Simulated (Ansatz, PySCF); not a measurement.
Process, species as SMILES: [I][Ge][I] -> [I][Ge][I] as doublet, charge +1 + e-
Structures are relaxed separately at B3LYP-D3(BJ)/def2-TZVP in Ansatz (a program for electronic structure). Frequencies are from Ansatz or PySCF. A spin state is the lowest found, not a proven ground state.

Property: adiabatic ionisation energy (0 K, with B3LYP-D3(BJ) harmonic zero-point energies), in eV. Valence correlation only, unless marked. UHF or UKS for open shells. No spin-orbit coupling. Frozen are the shells of the preceding noble gas and the d and f shells that filled before the atom's block. In def2 rows, elements after Kr have scalar-relativistic effective core potentials. STO-3G rows are all-electron and non-relativistic. CBS marks a two-point X^-3 extrapolation of the correlation energy; Hartree-Fock from the larger set. The bracket is a focal-point correction in the basis named.

```json
[
 {"level": "HF/def2-TZVPD", "program": "PySCF", "adiabatic ionisation energy (eV)": "8.20"},
 {"level": "HF/def2-TZVPP", "program": "Ansatz", "adiabatic ionisation energy (eV)": "8.20"},
 {"level": "HF/def2-TZVPPD", "program": "Ansatz", "adiabatic ionisation energy (eV)": "8.20"},
 {"level": "BLYP-D3(BJ)/def2-TZVPD", "program": "Ansatz + dftd3", "adiabatic ionisation energy (eV)": "8.65"},
 {"level": "revPBE/def2-TZVPD", "program": "Ansatz", "adiabatic ionisation energy (eV)": "8.66"},
 {"level": "B97M-V/def2-TZVPD", "program": "Ansatz", "adiabatic ionisation energy (eV)": "8.68"},
 {"level": "B3LYP/def2-TZVPD", "program": "Ansatz", "adiabatic ionisation energy (eV)": "8.90"}
]
```

Q: Estimate the value at RI-MP2/CBS(def2-TZVPPD,def2-QZVPPD)+[CCSD(T)-MP2]/def2-TZVPPD as computed with Ansatz.

A: 8.97 eV, so B3LYP/def2-TZVPD differs from it by -0.07 eV.
